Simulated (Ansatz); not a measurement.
Gas-phase electronic energies from Ansatz, PBE0-D4/def2-TZVP geometries. CCSD(T)/CBS is the MP2 limit (def2-TZVPP, def2-QZVPP) plus CCSD(T) − MP2 in def2-TZVPP, frozen cores. This one scheme is used for every species, atoms too. Functionals use def2-TZVPP. B3LYP here is the variant with VWN-RPA as its local correlation; programs differ in this. No spin–orbit coupling; open shells (•) take unrestricted orbitals. Spin–orbit coupling would lower the free atoms: a little for C, F, O, S; clearly for Ge. For Ge outer-core shells are correlated without core-valence functions, so the limit isn't a true one: a few kJ/mol of doubt a bond, and 10 to 20 or more in all where bonds break to atoms. Scalar relativity is left out up to krypton. One conformer a species, not always the lowest.

Consider the atomization: `[OH][Ge]1([F])[CH2][S]1` → C• + F• + Ge• + 3 H• + O• + S•.

| level | ΔE (kcal/mol) | difference from CCSD(T)/CBS |
| --- | --- | --- |
| PBE-D4 | 703.1 | 15.6 |
| B3LYP-D4 | 674.3 | -13.2 |
| ωB97M-V | 683.3 | -4.2 |
| B2PLYP | 672.9 | -14.6 |
| PBE0 | 678.1 | -9.4 |
| HF/def2-TZVPP | 456.5 | -231.0 |
| MP2/def2-TZVPP | 690.5 | 3.0 |
| SCS-MP2/def2-TZVPP | 678.0 | -9.5 |
| HF/def2-QZVPP | 457.6 | -229.9 |
| SCS-MP2/def2-QZVPP | 691.9 | 4.4 |
| CCSD(T)/CBS | 687.5 | 0 |

Largest T1 diagnostic among the species: 0.013.

The D4 term adds +7.4 kcal/mol with B3LYP and +3.8 kcal/mol with PBE0; it sums over pairs of atoms, weighted by their polarisabilities, and B3LYP, whose exchange is more repulsive, gets the larger term. In def2-TZVPP, CCSD(T) changes the Hartree–Fock value by +210.2 kcal/mol (the triples alone add +16.2 kcal/mol) and MP2 by +234.0 kcal/mol; breaking electron pairs costs correlation energy, which Hartree–Fock lacks.

For atomizations the MP2-based limit and the directly extrapolated one differ by several kJ/mol either way, and by 10 to 25 for some Ge, Se and Sn compounds, so smaller differences from it don't rank the levels.
